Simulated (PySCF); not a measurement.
# Structure revision by computed shifts

A compound C₄H₇FN₂Si gives the data below (simulated from a calculation) and was assigned the structure `Cc1c(F)cnn1[SiH3]`.

$^{13}$C{$^{1}$H} NMR (computed): δ 146.7 (CH), 137.8 (CH), 135.1 (C), 80.1 (CH2).

$^{1}$H NMR (300 MHz, computed): δ 7.37 (m, 1H), 7.36 (m, 1H), 5.90 (m, 2H), 5.04 (s, 3H).

Computed data (PySCF 2.14): shielding tensors at PBE0/pcSseg-1 (GIAO), coordinates at the GFN2-xTB level. Fast rotation and ring inversion assumed for equivalent nuclei, one computed conformer, isolated molecule, non-relativistic Hamiltonian.

Shifts are taken against calculated references (same method and geometry level): $^{1}$H (σ = 31.72 ppm) and $^{13}$C (σ = 186.93 ppm) vs TMS.

Question: Compare with the shifts computed for the proposed structure, pairing carbons in order of shift.

Answer: Atoms are numbered as in `[CH3:1][c:2]1[c:3]([F:4])[cH:5][n:6][n:7]1[SiH3:8]`; H(Xn) means a hydrogen on atom n.

```csv
atom,computed for proposal,given list,difference
C3,159.9,146.7,+13.2
C5,135.3,137.8,-2.5
C2,133.6,135.1,-1.5
C1,9.9,80.1,-70.2
```

The rms difference is 35.8 ppm and the largest -70.2 ppm at C1 (methyl carbon on an aromatic ring). The carbon types in order of shift don't match either: C, CH, C, CH3 for the proposal against CH, CH, C, CH2 in the data. The proposal doesn't fit.

Question: Which isomer fits?

Answer: SMILES c1ncc(CF)n1[SiH3].

1. Carbon types of the structure: 1 × C, 2 × CH, 1 × CH2, leaving 3 H on heteroatoms.
2. δC 146.7: aromatic CH between two ring heteroatoms.
3. δC 137.8: aromatic CH next to a ring nitrogen.
4. δC 135.1: substituted aromatic carbon next to a ring nitrogen.
5. δC 80.1: sp3 CH2 bonded to F, on an aromatic ring; pulled downfield by the heteroatom.

Other isomers checked: C[SiH2]n1cncc1F (rms 43.7 ppm).

The shifts were computed for this structure.

Splittings by $^{19}$F in the carbon and heteronuclear signals aren't shown, as no couplings were computed. Shifts are as computed. Against solution values, carbons near 30 ppm lie about +3 ppm off and those near 130 ppm about +5 ppm. Of 1309 compounds with measured shifts, 239 miss one by over three times the rms of a fit or turn the order of signals round; such compounds aren't used in these exercises. Multiplicities follow the n + 1 count of equivalent neighbours, as no J values were calculated; m marks all less simple cases, F and P coupling included.
